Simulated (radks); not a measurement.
The numbers below are computed, except where a source is named.
Species: Zn+. Configuration: [Ar] 3d10 4s1. Code: a radial shooting solver on a logarithmic mesh with Libxc functionals. Model: Dirac Kohn-Sham, PBE, spin-unpolarised, spherical densities, point nucleus.

Normalised radial functions P(r) = r R(r) (large component), r in bohr:

r,2p3/2,3d3/2
0.003759,0.0108,0.0000
0.005608,0.0233,0.0001
0.008434,0.0503,0.0002
0.01258,0.1047,0.0006
0.01892,0.2147,0.0018
0.02823,0.4153,0.0055
0.04211,0.7537,0.0157
0.06332,1.2579,0.0437
0.09447,1.8168,0.1099
0.1421,2.1712,0.2518
0.2119,1.9640,0.4901
0.3187,1.1914,0.7961
0.4754,0.4228,1.0167
0.7093,0.0701,0.9986
1.067,0.0037,0.7513
1.591,0.0000,0.4443
2.393,0.0000,0.1938
3.57,0.0000,0.0561
5.368,0.0000,0.0080
8.008,0.0000,0.0004

2p3/2: eigenvalue -1005.3 eV, 0 radial nodes, <r> = 0.199 bohr, 90 % of the charge inside 0.326 bohr. 3d3/2: eigenvalue -19.975 eV, 0 radial nodes, <r> = 0.892 bohr, 90 % of the charge inside 1.57 bohr.
